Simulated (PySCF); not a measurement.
## Correlation energy of Si²⁺ (silicon, charge +2)

[Ne] 3s2, closed-shell 1S. All numbers are calculated (PySCF 2.14, scalar relativity by spin-free X2C-1e, in x2c-SVPall). Frozen: [Ne]; 2 electrons correlated.

Total MP2 correlation energy: -29.28 mhartree.

Same-spin part 0.00 and opposite-spin part -29.28 mhartree; SCS-MP2 scales them by 1/3 and 6/5 to -35.14 mhartree.

With two correlated electrons CCSD is exact within the correlated space (frozen core and kept virtual orbitals).

```tsv
level	correlation energy (mhartree)
CCSD	-43.45
```

Diagnostics: T1 = 0.0059, D1 = 0.0083, largest double amplitude 0.116.

Cost of the coupled-cluster step: 0.04 s of wall time on 1 thread of Neoverse-V2 (shared host), for 2 correlated electrons.
